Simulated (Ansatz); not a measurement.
`FC1(F)S[SiH2]S1`. The species carries charge 0 and has multiplicity 1.

Cartesian coordinates in Å:
```
F -0.1263 0.6018 2.2529
C 0.1260 -0.2383 1.2366
F 0.5391 -1.3822 1.8049
S 1.4132 0.4439 0.1279
Si -0.1352 0.2556 -1.3275
S -1.3764 -0.5142 0.2275
H -0.5965 1.5387 -1.9059
H 0.1560 -0.7053 -2.4164
```

Problem. What are the harmonic wavenumbers in cm⁻¹ at PBE0-D4/def2-TZVP (Ansatz, finite differences of forces, unscaled)? (Best estimate.)

Solution. Computed: 65, 276, 305, 386, 405, 453, 515, 555, 558, 592, 658, 745, 931, 982, 1110, 1118, 2245, 2252.

Problem. Is this a minimum?

Solution. Yes, all 18 modes are real.

Problem. Give the ideal-gas thermochemistry at 298.15 K and 1 bar (rigid rotor, harmonic oscillator; point group C2v, symmetry number 2).

Solution. Zero-point energy 84.6 kJ/mol; H(298) − E = 104.2 kJ/mol; entropy 337.9 J/(mol·K), of which translation 170.9, rotation 112.2, vibration 54.9; G(298) − E = 3.5 kJ/mol. Modes under 100 cm⁻¹ are hindered rotations or soft bends, so the harmonic entropy is rough.

Problem. And at 400, 500, 600, 800 and 1000 K?

Solution. 
```
T (K)  H − E (kJ/mol)  S (J/mol/K)  G − E (kJ/mol)
  400           115.9        371.6           -32.7
  500           129.0        400.6           -71.4
  600           143.0        426.3          -112.7
  800           173.3        469.8          -202.5
 1000           205.5        505.6          -300.1
```

Problem. Rotational constants (cm⁻¹)?

Solution. 0.09058, 0.06345, 0.04697.
